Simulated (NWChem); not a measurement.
System: C₂H₄BBr; SMILES C=CBBr

Input file for NWChem:

```
start job
memory heap 200 mb stack 900 mb global 1100 mb
geometry units angstroms noautoz
  B     -1.035613    -0.490171    -0.000969
  H     -2.216615    -0.252807    -0.003126
  Br     0.109346     1.045296    -0.000595
  C     -0.470801    -1.926355     0.001181
  C      0.838208    -2.231335    -0.000498
  H     -1.189589    -2.755456     0.003593
  H      1.198819    -3.265576     0.000485
  H      1.600416    -1.443900    -0.003066
end
basis spherical
  * library def2-tzvp
end
dft
  xc b3lyp
  iterations 150
  mulliken
end
task dft energy
```

NWChem printed, in part:

```
             Northwest Computational Chemistry Package (NWChem) 7.3.0
             --------------------------------------------------------

 C1  symmetry detected

                             Geometry "geometry" -> ""
                             -------------------------

 Output coordinates in angstroms (scale by  1.889725989 to convert to a.u.)

  No.       Tag          Charge          X              Y              Z
 ---- ---------------- ---------- -------------- -------------- --------------
    1 B                    5.0000    -1.03837331    -0.51972492    -0.00089075
    2 H                    1.0000    -2.22012108    -0.28610378    -0.00322214
    3 Br                  35.0000     0.10171433     1.01936225     0.00011752
    4 C                    6.0000    -0.46901368    -1.95411251     0.00099415
    5 C                    6.0000     0.84095546    -2.25494267    -0.00050260
    6 H                    1.0000    -1.18517133    -2.78548757     0.00304349
    7 H                    1.0000     1.20484170    -3.28803603     0.00028024
    8 H                    1.0000     1.60066495    -1.46509577    -0.00271021

 Effective nuclear repulsion energy (a.u.)     192.4693605831

                                 NWChem DFT Module
                                 -----------------

 Summary of "ao basis" -> "ao basis" (spherical)
 ------------------------------------------------------------------------------
       Tag                 Description            Shells   Functions and Types
 ---------------- ------------------------------  ------  ---------------------
 B                         def2-tzvp                11       31   5s3p2d1f
 H                         def2-tzvp                 4        6   3s1p
 Br                        def2-tzvp                16       48   6s5p4d1f
 C                         def2-tzvp                11       31   5s3p2d1f

            General Information
            -------------------
          SCF calculation type: DFT
          Wavefunction type:  closed shell.
          No. of atoms     :     8
          No. of electrons :    56
           Alpha electrons :    28
            Beta electrons :    28
          Charge           :     0
          Spin multiplicity:     1
          Use of symmetry is: off; symmetry adaption is: off
          Maximum number of iterations: 150
          AO basis - number of functions:   165
                     number of shells:    65
          Convergence on energy requested:  1.00D-06
          Convergence on density requested:  1.00D-05
          Convergence on gradient requested:  5.00D-04

              XC Information
              --------------
                         B3LYP Method XC Potential
                     Hartree-Fock (Exact) Exchange  0.200
                        Slater Exchange Functional  0.800 local
                    Becke 1988 Exchange Functional  0.720 non-local
              Lee-Yang-Parr Correlation Functional  0.810
                  VWN I RPA Correlation Functional  0.190 local

             Grid Information
             ----------------
          Grid used for XC integration:  medium
          Radial quadrature: Mura-Knowles
          Angular quadrature: Lebedev.
          Tag              B.-S. Rad. Rad. Pts. Rad. Cut. Ang. Pts.
          ---              ---------- --------- --------- ---------
          B                   0.85       49          11.0       434
          H                   0.35       45          12.0       434
          Br                  1.15      112          12.0       590
          C                   0.70       49          11.0       434
          Grid pruning is: on
          Number of quadrature shells:   439
          Spatial weights used:  Erf1

      Superposition of Atomic Density Guess
      -------------------------------------

 Sum of atomic energies:       -2674.27560612

      Non-variational initial energy
      ------------------------------

 Total energy =   -2676.111220
 1-e energy   =   -4100.021302
 2-e energy   =    1231.440722
 HOMO         =      -0.348909
 LUMO         =      -0.077469

     ---------------------------------------------
      Total Density - Mulliken Population Analysis
     ---------------------------------------------

    Atom       Charge   Shell Charges
 -----------   ------   -------------------------------------------------------
    1 B    5     4.62   0.92  1.06  0.56  0.50  0.06  0.69  0.62  0.09  0.03  0.07  0.01
    2 H    1     1.01   0.25  0.52  0.23  0.01
    3 Br  35    35.28   2.00  2.00  1.16  0.78  1.01  0.96  6.00  5.94  1.30  2.88  1.23  8.98  1.02 -0.01  0.03  0.00
    4 C    6     6.36   0.86  1.12  0.58  0.66  0.09  1.25  1.38  0.36  0.01  0.03  0.01
    5 C    6     6.20   0.86  1.12  0.57  0.66  0.13  1.16  1.22  0.42  0.02  0.03  0.01
    6 H    1     0.84   0.24  0.45  0.14  0.02
    7 H    1     0.84   0.24  0.45  0.13  0.02
    8 H    1     0.84   0.24  0.46  0.13  0.02

   convergence    iter        energy       DeltaE   RMS-Dens  Diis-err
 ---------------- ----- ----------------- --------- --------- ---------
 d= 0,ls=0.0,diis     1  -2677.6484364434 -2.87D+03  3.83D-03  8.29D-01
 d= 0,ls=0.0,diis     2  -2677.6744991596 -2.61D-02  2.50D-03  2.56D-01
 d= 0,ls=0.0,diis     3  -2677.6912524248 -1.68D-02  1.15D-03  9.56D-02
 d= 0,ls=0.0,diis     4  -2677.7036468142 -1.24D-02  1.84D-04  1.69D-03
 d= 0,ls=0.0,diis     5  -2677.7038008848 -1.54D-04  7.33D-05  6.60D-04
  Resetting Diis
 d= 0,ls=0.0,diis     6  -2677.7038839965 -8.31D-05  1.78D-05  1.82D-05
 d= 0,ls=0.0,diis     7  -2677.7038863561 -2.36D-06  1.14D-05  2.80D-06
 d= 0,ls=0.0,diis     8  -2677.7038859495  4.07D-07  7.04D-06  5.65D-06

         Total DFT energy =    -2677.703885949511
      One electron energy =    -4103.132136469460
           Coulomb energy =     1340.692625427307
    Exchange-Corr. energy =     -107.733735490455
 Nuclear repulsion energy =      192.469360583098

 Numeric. integr. density =       56.000010396358

                       DFT Final Molecular Orbital Analysis
                       ------------------------------------

 Vector   26  Occ=2.000000D+00  E=-3.329311D-01
              MO Center= -7.3D-02, -2.4D-01,  3.4D-04, r^2= 3.4D+00
   Bfn.  Coefficient  Atom+Function         Bfn.  Coefficient  Atom+Function
  ----- ------------  ---------------      ----- ------------  ---------------
    55      0.363836  3 Br pz                49     -0.258083  3 Br pz
    52      0.235221  3 Br pz                58      0.205505  3 Br pz
    93      0.175525  4 C  pz                96      0.152059  4 C  pz
   124      0.147697  5 C  pz                 8      0.144146  1 B  pz
   127      0.128412  5 C  pz                11      0.119835  1 B  pz

 Vector   27  Occ=2.000000D+00  E=-2.936682D-01
              MO Center=  1.4D-01, -8.8D-01,  8.4D-05, r^2= 3.9D+00
   Bfn.  Coefficient  Atom+Function         Bfn.  Coefficient  Atom+Function
  ----- ------------  ---------------      ----- ------------  ---------------
    55      0.327545  3 Br pz               124     -0.233953  5 C  pz
    49     -0.231198  3 Br pz                93     -0.229228  4 C  pz
    52      0.213688  3 Br pz                58      0.206806  3 Br pz
   127     -0.203403  5 C  pz                96     -0.198249  4 C  pz
   130     -0.128395  5 C  pz                99     -0.123290  4 C  pz

 Vector   28  Occ=2.000000D+00  E=-2.872898D-01
              MO Center= -1.3D-01,  7.0D-01, -1.1D-04, r^2= 2.5D+00
   Bfn.  Coefficient  Atom+Function         Bfn.  Coefficient  Atom+Function
  ----- ------------  ---------------      ----- ------------  ---------------
    53      0.394859  3 Br px                47     -0.281388  3 Br px
    54     -0.263248  3 Br py                50      0.261878  3 Br px
    56      0.260613  3 Br px                48      0.185534  3 Br py
    57     -0.173180  3 Br py                51     -0.171921  3 Br py
    90     -0.119332  4 C  s                 33      0.110968  2 H  s

 Vector   29  Occ=0.000000D+00  E=-9.258158D-02
              MO Center= -2.7D-01, -1.2D+00, -2.2D-04, r^2= 3.7D+00
   Bfn.  Coefficient  Atom+Function         Bfn.  Coefficient  Atom+Function
  ----- ------------  ---------------      ----- ------------  ---------------
   130      0.359772  5 C  pz                 8     -0.302071  1 B  pz
    11     -0.292408  1 B  pz                14     -0.267773  1 B  pz
   124      0.260959  5 C  pz               127      0.225517  5 C  pz
    58      0.214122  3 Br pz                99     -0.168591  4 C  pz
    55      0.127414  3 Br pz                93     -0.109057  4 C  pz

 Vector   30  Occ=0.000000D+00  E= 2.928951D-02
              MO Center= -3.4D-01, -1.3D+00, -6.5D-03, r^2= 4.4D+00
   Bfn.  Coefficient  Atom+Function         Bfn.  Coefficient  Atom+Function
  ----- ------------  ---------------      ----- ------------  ---------------
    99      0.803094  4 C  pz                14     -0.655328  1 B  pz
   130     -0.570426  5 C  pz                93      0.309296  4 C  pz
    11     -0.264392  1 B  pz                96      0.259455  4 C  pz
    58      0.255798  3 Br pz                 8     -0.212916  1 B  pz
   124     -0.173380  5 C  pz               127     -0.138431  5 C  pz

 Vector   31  Occ=0.000000D+00  E= 4.007980D-02
              MO Center= -5.7D-01, -1.8D+00,  8.0D-03, r^2= 8.6D+00
   Bfn.  Coefficient  Atom+Function         Bfn.  Coefficient  Atom+Function
  ----- ------------  ---------------      ----- ------------  ---------------
     5      2.540768  1 B  s                 90     -1.742789  4 C  s
   121     -1.642609  5 C  s                 97      1.255967  4 C  px
   150      1.217886  6 H  s                156      1.161725  7 H  s
    43     -0.635100  3 Br s                 34     -0.545233  2 H  s
     4      0.516371  1 B  s                 13     -0.505414  1 B  py

     ---------------------------------------------
      Total Density - Mulliken Population Analysis
     ---------------------------------------------

    Atom       Charge   Shell Charges
 -----------   ------   -------------------------------------------------------
    1 B    5     4.92   0.91  1.06  0.55  0.47  0.04  0.95  0.72  0.09  0.04  0.09  0.01
    2 H    1     0.99   0.27  0.49  0.22  0.01
    3 Br  35    35.12   2.00  2.01  1.16  0.78  1.07  0.89  6.00  5.92  1.39  2.62  1.24  8.94  1.02  0.04  0.04  0.00
    4 C    6     6.17   0.85  1.12  0.54  0.63  0.11  1.33  1.18  0.37  0.01  0.03  0.00
    5 C    6     6.17   0.85  1.12  0.55  0.64  0.11  1.30  1.11  0.43  0.02  0.03  0.00
    6 H    1     0.89   0.27  0.49  0.11  0.02
    7 H    1     0.87   0.27  0.48  0.09  0.02
    8 H    1     0.86   0.27  0.48  0.09  0.02

     -------------------------------------------
      Total Density - Lowdin Population Analysis
     -------------------------------------------

    Atom       Charge   Shell Charges
 -----------   ------   -------------------------------------------------------
    1 B    5     5.69   0.95  1.00  0.36  0.32  0.17  0.81  0.95  0.43  0.06  0.55  0.09
    2 H    1     0.94   0.25  0.43  0.23  0.03
    3 Br  35    34.50   2.00  2.00  1.15  0.82  0.78  0.74  5.98  5.65  1.64  2.33  1.32  8.53  1.23  0.24  0.08  0.01
    4 C    6     6.17   0.91  1.03  0.35  0.33  0.18  1.12  1.29  0.63  0.02  0.27  0.03
    5 C    6     6.11   0.91  1.04  0.38  0.36  0.18  1.10  1.26  0.60  0.02  0.23  0.03
    6 H    1     0.84   0.25  0.38  0.16  0.06
    7 H    1     0.88   0.26  0.39  0.17  0.06
    8 H    1     0.87   0.25  0.39  0.17  0.06

     Multipole analysis of the density
     ---------------------------------

     L   x y z        total         alpha         beta         nuclear
     -   - - -        -----         -----         ----         -------
     0   0 0 0      0.000000    -28.000000    -28.000000     56.000000

     1   1 0 0      0.146131      0.073066      0.073066      0.000000
     1   0 1 0     -0.679979     -0.339989     -0.339989     -0.000000
     1   0 0 1      0.000090      0.000045      0.000045      0.000000

     2   2 0 0    -27.156232    -52.259204    -52.259204     77.362176
     2   1 1 0     -0.202952      3.329882      3.329882     -6.862717
     2   1 0 1     -0.005187     -0.001264     -0.001264     -0.002659
     2   0 2 0    -25.433111   -212.584498   -212.584498    399.735885
     2   0 1 1     -0.001632      0.004282      0.004282     -0.010196
     2   0 0 2    -28.718322    -14.359231    -14.359231      0.000139
```

Level: B3LYP/def2-TZVP. Geometry: optimised at PBE0/def2-SVP.
